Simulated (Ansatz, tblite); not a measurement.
Breaking a bond: C₄H₁₂GeO₄, SMILES [O]([Ge]([O]C)([O]C)[O]C)C. The Ge1–O18 bond (Ge1 also carries O, O, O; O18 carries C) is stretched with both fragments frozen at the PBE0/def2-SVP optimised geometry.

Computed with: GFN2-xTB, 300 K electronic temperature (tblite); RKS-PBE0 = restricted PBE0/def2-SVP run with Ansatz (a quantum-chemistry and plane-wave program); UKS-PBE0 = unrestricted PBE0/def2-SVP (Ansatz).

Energies relative to the lowest point of each curve near equilibrium, in kJ/mol:

```
R / Å  GFN2-xTB  RKS-PBE0
-----  --------  --------
1.55       48.1      84.2
1.66        8.0      14.4
1.75        0.0       0.0
1.83        3.2       7.0
1.89        9.8      20.1
2.13       54.6     104.9
2.31       97.5     177.0
2.53      152.2     257.8
2.87      228.0     357.2
3.25      290.8     436.1
3.68      335.7     496.4
5.04      380.3     577.4
```

**Question.** What does UKS-PBE0 give at the same points?

**Answer.** 1.55: 84.2; 1.66: 14.4; 1.75: 0.0; 1.83: 7.0; 1.89: 20.1; 2.13: 104.9; 2.31: 177.0; 2.53: 257.8; 2.87: 336.7; 3.25: 372.2; 3.68: 388.2; 5.04: 398.8 (kJ/mol).

The restricted form behind RKS-PBE0 keeps the bonding electrons paired and can't separate into open-shell fragments. The unrestricted determinant behind UKS-PBE0 is spin-contaminated at 2.87 to 5.04 Å (<S²> up to 1.0, against 0.00 for a pure singlet).
